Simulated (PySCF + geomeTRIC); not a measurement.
These are PySCF + geomeTRIC with BP86-D3(BJ)/def2-SVP values and carry that method's errors. fastk is a local helper that only speeds up exchange builds. No frequencies were computed at this level.

```python
import json, numpy as np
from pyscf import gto, dft
from fastk import lowrank_exchange
atoms = """
Zr    -0.054300    -0.059581    -0.029482
F      0.976262     1.409021    -0.587146
F      0.394010    -0.704754     1.677504
N     -2.031047     0.303241    -0.215124
H     -2.752134    -0.353582     0.101041
H     -2.426372     0.816879    -1.009819
N      0.488826    -1.552600    -1.277279
H      0.862226    -2.391748    -0.811237
H      1.172450    -1.289544    -2.001216
"""
def scf(charge, spin, dm0=None):
    mol = gto.M(atom=atoms, basis='def2-svp', ecp={'Zr': 'def2-svp'}, charge=charge, spin=spin, verbose=3, max_memory=10080)
    mf = dft.KS(mol, xc='bp86').density_fit(auxbasis="def2-universal-jkfit")
    mf.disp = 'd3bj'
    mf.grids.level = 3
    mf.conv_tol = 1e-8
    mf.max_cycle = 120
    mf.level_shift = 0.25
    mf.kernel(dm0)
    if not mf.converged:
        mf = mf.newton().run(mf.mo_coeff, mf.mo_occ).undo_soscf()
    return mf
mf = scf(0, 0)
from pyscf.geomopt.geometric_solver import kernel as optimize
path = []
done, mol = optimize(mf, maxsteps=120, assert_convergence=False, callback=lambda env: path.append((env["energy"], bool(env["g_scanner"].converged))))
res = dict(converged=bool(done and path[-1][1]), energy=path[-1][0], path=[e for e, c in path], xyz=mol.atom_coords(unit="Angstrom").tolist(), nao=mol.nao)
json.dump(res, open("result.json", "w"))
```

Output:

```
converged SCF energy = -358.72893995336
Geometry optimization cycle 1
converged SCF energy = -358.728939952051
cycle 1: E = -358.728939952  dE = -358.729  norm(grad) = 0.0441781
Geometry optimization cycle 2
converged SCF energy = -358.733256315787
cycle 2: E = -358.733256316  dE = -0.00431636  norm(grad) = 0.0302614
Geometry optimization cycle 3
converged SCF energy = -358.735784913078
cycle 3: E = -358.735784913  dE = -0.0025286  norm(grad) = 0.0149984
Geometry optimization cycle 4
converged SCF energy = -358.737825882332
cycle 4: E = -358.737825882  dE = -0.00204097  norm(grad) = 0.0125516
Geometry optimization cycle 5
converged SCF energy = -358.739023124888
cycle 5: E = -358.739023125  dE = -0.00119724  norm(grad) = 0.0132823
Geometry optimization cycle 6
converged SCF energy = -358.739678364825
cycle 6: E = -358.739678365  dE = -0.00065524  norm(grad) = 0.00900488
Geometry optimization cycle 7
converged SCF energy = -358.739985190961
cycle 7: E = -358.739985191  dE = -0.000306826  norm(grad) = 0.00412848
Geometry optimization cycle 8
converged SCF energy = -358.740092193789
cycle 8: E = -358.740092194  dE = -0.000107003  norm(grad) = 0.00256234
Geometry optimization cycle 9
converged SCF energy = -358.740118264202
cycle 9: E = -358.740118264  dE = -2.60704e-05  norm(grad) = 0.00143451
Geometry optimization cycle 10
converged SCF energy = -358.740120805911
cycle 10: E = -358.740120806  dE = -2.54171e-06  norm(grad) = 0.000975686
Geometry optimization cycle 11
converged SCF energy = -358.740122712338
cycle 11: E = -358.740122712  dE = -1.90643e-06  norm(grad) = 0.000929891
Geometry optimization cycle 12
converged SCF energy = -358.740125628782
cycle 12: E = -358.740125629  dE = -2.91644e-06  norm(grad) = 0.000697561
Geometry optimization cycle 13
converged SCF energy = -358.740127760699
cycle 13: E = -358.740127761  dE = -2.13192e-06  norm(grad) = 0.00049497
Geometry optimization cycle 14
converged SCF energy = -358.740129022975
cycle 14: E = -358.740129023  dE = -1.26228e-06  norm(grad) = 0.000435448
Geometry optimization cycle 15
converged SCF energy = -358.740129491184
cycle 15: E = -358.740129491  dE = -4.68209e-07  norm(grad) = 0.000402557
<class 'geometric.internal.Distance'> : 8
<class 'geometric.internal.Angle'> : 11
<class 'geometric.internal.OutOfPlane'> : 1
<class 'geometric.internal.Dihedral'> : 12
<class 'geometric.internal.TranslationX'> : 1
<class 'geometric.internal.TranslationY'> : 1
<class 'geometric.internal.TranslationZ'> : 1
<class 'geometric.internal.RotationA'> : 1
<class 'geometric.internal.RotationB'> : 1
<class 'geometric.internal.RotationC'> : 1
Step    0 : Gradient = 1.473e-02/2.775e-02 (rms/max) Energy = -358.7289399521
Step    1 : Displace = 8.692e-02/1.088e-01 (rms/max) Trust = 1.000e-01 (=) Grad = 1.009e-02/1.930e-02 (rms/max) E (change) = -358.7332563158 (-4.316e-03) Quality = 0.559
Step    2 : Displace = 3.156e-02/4.959e-02 (rms/max) Trust = 1.000e-01 (=) Grad = 4.999e-03/1.124e-02 (rms/max) E (change) = -358.7357849131 (-2.529e-03) Quality = 1.474
Step    3 : Displace = 5.153e-02/6.706e-02 (rms/max) Trust = 1.414e-01 (+) Grad = 4.184e-03/8.890e-03 (rms/max) E (change) = -358.7378258823 (-2.041e-03) Quality = 1.341
Step    4 : Displace = 5.015e-02/6.983e-02 (rms/max) Trust = 2.000e-01 (+) Grad = 4.427e-03/9.299e-03 (rms/max) E (change) = -358.7390231249 (-1.197e-03) Quality = 1.352
Step    5 : Displace = 2.963e-02/5.778e-02 (rms/max) Trust = 2.828e-01 (+) Grad = 3.002e-03/6.484e-03 (rms/max) E (change) = -358.7396783648 (-6.552e-04) Quality = 1.320
Step    6 : Displace = 1.609e-02/3.082e-02 (rms/max) Trust = 3.000e-01 (+) Grad = 1.376e-03/2.364e-03 (rms/max) E (change) = -358.7399851910 (-3.068e-04) Quality = 1.288
Step    7 : Displace = 1.365e-02/1.915e-02 (rms/max) Trust = 3.000e-01 (=) Grad = 8.541e-04/1.358e-03 (rms/max) E (change) = -358.7400921938 (-1.070e-04) Quality = 1.169
Step    8 : Displace = 8.828e-03/1.164e-02 (rms/max) Trust = 3.000e-01 (=) Grad = 4.782e-04/1.074e-03 (rms/max) E (change) = -358.7401182642 (-2.607e-05) Quality = 0.758
Step    9 : Displace = 4.411e-03/7.116e-03 (rms/max) Trust = 3.000e-01 (=) Grad = 3.252e-04/6.210e-04 (rms/max) E (change) = -358.7401208059 (-2.542e-06) Quality = 0.191
Step   10 : Displace = 2.196e-03/3.581e-03 (rms/max) Trust = 2.205e-03 (-) Grad = 3.100e-04/4.421e-04 (rms/max) E (change) = -358.7401227123 (-1.906e-06) Quality = 0.138
Step   11 : Displace = 1.096e-03/1.651e-03 (rms/max) Trust = 1.098e-03 (-) Grad = 2.325e-04/4.080e-04 (rms/max) E (change) = -358.7401256288 (-2.916e-06) Quality = 0.452
Step   12 : Displace = 1.099e-03/1.838e-03 (rms/max) Trust = 1.098e-03 (=) Grad = 1.650e-04/3.561e-04 (rms/max) E (change) = -358.7401277607 (-2.132e-06) Quality = 0.341
Step   13 : Displace = 1.136e-03/1.840e-03 (rms/max) Trust = 1.098e-03 (=) Grad = 1.451e-04/3.025e-04 (rms/max) E (change) = -358.7401290230 (-1.262e-06) Quality = 0.141
Step   14 : Displace = 5.708e-04/9.924e-04 (rms/max) Trust = 5.489e-04 (-) Grad = 1.342e-04/2.737e-04 (rms/max) E (change) = -358.7401294912 (-4.682e-07) Quality = 0.105
Converged! =D
```

Cost: roughly 5 core-minutes.
